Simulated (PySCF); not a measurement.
# How methods differ on the excitation energy of Ne⁺

Ne⁺ [He] 2s2 2p5 (2P) → Ne⁺ [He] 2s2 2p4 3d1 (high-spin determinant), as a difference of total energies. Computed with PySCF 2.14 in aug-cc-pVTZ with one added diffuse shell each of s, p, d, f type (6s5p4d3f, 62 functions), with the non-relativistic Hamiltonian (point nucleus). Correlated levels: valence: 1s2 frozen. The calculations carry no spin-orbit coupling.

```
           method  excitation energy (eV)
              UHF                  34.561
              LDA                  35.772
              PBE                  35.206
             PBE0                  35.328
           r2SCAN                  35.638
            B97-3                  35.479
        BHandHLYP                  35.517
             TPSS                  35.150
           PBEsol                  35.270
    MP2 (valence)                  35.922
SCS-MP2 (valence)                  35.951
```

Problem. How much does correlation contribute at MP2 (valence)?

Solution. 35.922 − (34.561) = 1.361 eV, measured against UHF.

The promoted electron is Rydberg-like, and one or two diffuse shells describe it only roughly, which tends to raise the upper state.

The determinant of the upper state mixes LS terms, which raises its energy above the lowest term, most at the Hartree-Fock and MP2 levels.
